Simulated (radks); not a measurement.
Results of a calculation; reference values are marked as such.
Trend from Mg to Ar: ionisation energy by Delta-SCF between NIST ground configurations, and size. Code: a radial shooting solver on a logarithmic mesh with Libxc functionals. Model: scalar-relativistic Kohn-Sham, LDA (Slater exchange, Perdew-Wang correlation), spin-polarised, spherical densities, point nucleus; open shells are filled with parallel spins first.

Mg: configuration [Ne] 3s2; configuration of the ion [Ne] 3s1; IE (eV) 7.737; NIST (eV) 7.646; kind exp.; -e(HOMO) (eV) 4.782 (3s); outermost 3s; <r> outermost (bohr) 3.13
Al: configuration [Ne] 3s2 3p1; configuration of the ion [Ne] 3s2; IE (eV) 5.988; NIST (eV) 5.986; kind exp.; -e(HOMO) (eV) 3.013 (3p); outermost 3p; <r> outermost (bohr) 3.39
Si: configuration [Ne] 3s2 3p2; configuration of the ion [Ne] 3s2 3p1; IE (eV) 8.258; NIST (eV) 8.152; kind exp.; -e(HOMO) (eV) 4.615 (3p); outermost 3p; <r> outermost (bohr) 2.74
P: configuration [Ne] 3s2 3p3; configuration of the ion [Ne] 3s2 3p2; IE (eV) 10.519; NIST (eV) 10.487; kind exp.; -e(HOMO) (eV) 6.277 (3p); outermost 3p; <r> outermost (bohr) 2.33
S: configuration [Ne] 3s2 3p4; configuration of the ion [Ne] 3s2 3p3; IE (eV) 10.536; NIST (eV) 10.360; kind exp.; -e(HOMO) (eV) 6.207 (3p); outermost 3p; <r> outermost (bohr) 2.12
Cl: configuration [Ne] 3s2 3p5; configuration of the ion [Ne] 3s2 3p4; IE (eV) 13.236; NIST (eV) 12.968; kind exp.; -e(HOMO) (eV) 8.276 (3p); outermost 3p; <r> outermost (bohr) 1.86
Ar: configuration [Ar]; configuration of the ion [Ne] 3s2 3p5; IE (eV) 15.920; NIST (eV) 15.760; kind exp.; -e(HOMO) (eV) 10.385 (3p); outermost 3p; <r> outermost (bohr) 1.67

Reference values: NIST Atomic Spectra Database (exp. = measured, semi-emp. = semi-empirical, theory = theoretical value adopted there). Open shells are spherical and high-spin; term and fine-structure splittings are not resolved.
